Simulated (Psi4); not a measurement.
C₂H₂N (SMILES [CH2]C#N), doublet, at a GFN2-xTB geometry, with bond 5-1 at 1.6 times its length; Psi4 1.11 with R2SCAN/6-31G.

Here is a job for Psi4.
```
memory 2 GB

molecule mol {
0 2
  C     0.003336   -0.168612   -1.162041
  C    -0.000512    0.025874    0.178321
  N    -0.003815    0.192819    1.328877
  H     0.932323   -0.249064   -1.696896
  H    -1.478102   -0.289629   -2.027448
}

set basis 6-31g
set reference uks
set d_convergence 1e-4

energy('r2scan')
print_variables()
```

The log (banner, timings and long lists left out):

```
   => Loading Basis Set <=

    Name: 6-31G
    Role: ORBITAL
    Keyword: BASIS

         ---------------------------------------------------------
                                   SCF
               by Justin Turney, Rob Parrish, Andy Simmonett
                          and Daniel G. A. Smith
                              UKS Reference
         ---------------------------------------------------------

  ==> Geometry <==

    Molecular point group: c1
    Full point group: C1

    Geometry (in Angstrom), charge = 0, multiplicity = 2:

       Center              X                  Y                   Z               Mass
    ------------   -----------------  -----------------  -----------------  -----------------
         C            0.017568924183    -0.179714163967    -1.238261217734    12.000000000000
         C            0.013720924183     0.014771836033     0.102100782266    12.000000000000
         N            0.010417924183     0.181716836033     1.252656782266    14.003074004430
         H            0.946555924183    -0.260166163967    -1.773116217734     1.007825032230
         H           -1.463869075817    -0.300731163967    -2.103668217734     1.007825032230

  Running in c1 symmetry.

  Rotational constants: A =      5.56384  B =      0.34279  C =      0.32289 [cm^-1]
  Rotational constants: A = 166799.64974  B =  10276.46020  C =   9680.07465 [MHz]
  Nuclear repulsion =   51.880343281644706

  Charge       = 0
  Multiplicity = 2
  Electrons    = 21
  Nalpha       = 11
  Nbeta        = 10

  ==> Algorithm <==

  SCF Algorithm Type is DF.
  DIIS enabled.
  MOM disabled.
  Fractional occupation disabled.
  Guess Type is SAD.
  Energy threshold   = 1.00e-06
  Density threshold  = 1.00e-04
  Integral threshold = 1.00e-12

  ==> Primary Basis <==

  Basis Set: 6-31G
    Blend: 6-31G
    Number of shells: 19
    Number of basis functions: 31
    Number of Cartesian functions: 31
    Spherical Harmonics?: false
    Max angular momentum: 1

  ==> DFT Potential <==

   => LibXC <=

    Version 7.1.2
    S. Lehtola, C. Steigemann, M. J. T. Oliveira, and M. A. L. Marques,  SoftwareX 7, 1–5 (2018) (10.1016/j.softx.2017.11.002)

   => Composite Functional: R2SCAN <=

    r2SCAN Meta-GGA XC Functional  (0.1021/acs.jpclett.0c02405)
    J. W. Furness, A. D. Kaplan, J. Ning, J. P. Perdew, J. Sun  J. Phys. Chem. Lett.  11, 8208–8215, 2020

    Deriv               =              1
    GGA                 =           TRUE
[...]
      Ntotal   =   20.9999981585 ; deviation = -1.842e-06

   @Spin Contamination Metric:   5.989472612E-02
   @S^2 Expected:                7.500000000E-01
   @S^2 Observed:                8.098947261E-01
   @S   Expected:                5.000000000E-01
   @S   Observed:                5.000000000E-01

    Orbital Energies [Eh]
    ---------------------

    Alpha Occupied:

[...]
    Alpha Virtual:

[...]
    Beta Occupied:

[...]
      10A     -0.306713

    Beta Virtual:

[...]
    Final Occupation by Irrep:
              A
    DOCC [    10 ]
    SOCC [     1 ]
    NA   [    11 ]
    NB   [    10 ]

  @DF-UKS Final Energy:  -131.87948223296240

   => Energetics <=

    Nuclear Repulsion Energy =             51.8803432816447057
    One-Electron Energy =                -279.3988825180903177
    Two-Electron Energy =                 113.8353214537918348
    DFT Exchange-Correlation Energy =     -18.1962644503086466
    Empirical Dispersion Energy =           0.0000000000000000
    VV10 Nonlocal Energy =                  0.0000000000000000
    Total Energy =                       -131.8794822329624026

  UHF NO Occupations:
  HONO-2 :    9  A 1.9915946
  HONO-1 :   10  A 1.9812749
  HONO-0 :   11  A 1.0000000
  LUNO+0 :   12  A 0.0187251
  LUNO+1 :   13  A 0.0084054
  LUNO+2 :   14  A 0.0018451
  LUNO+3 :   15  A 0.0007123

Computation Completed

Properties will be evaluated at   0.000000,   0.000000,   0.000000 [a0]

Properties computed using the SCF density matrix

 Multipole Moments:

 ------------------------------------------------------------------------------------
     Multipole            Electronic (a.u.)      Nuclear  (a.u.)        Total (a.u.)
 ------------------------------------------------------------------------------------

 L = 1.  Multiply by 2.5417464519 to convert [e a0] to [Debye]
 Dipole X            :          0.5445918           -0.4849955            0.0595962
 Dipole Y            :          0.3425986           -0.5263519           -0.1837533
 Dipole Z            :          2.3727911           -3.6380054           -1.2652144
 Magnitude           :                                                    1.2798767

 ------------------------------------------------------------------------------------

  Variable Map:
  ----------------------------------------------------------------------------
[...]
  Array Variable Map:
  ----------------------------------------------------------------------------
[...]
[...]
```
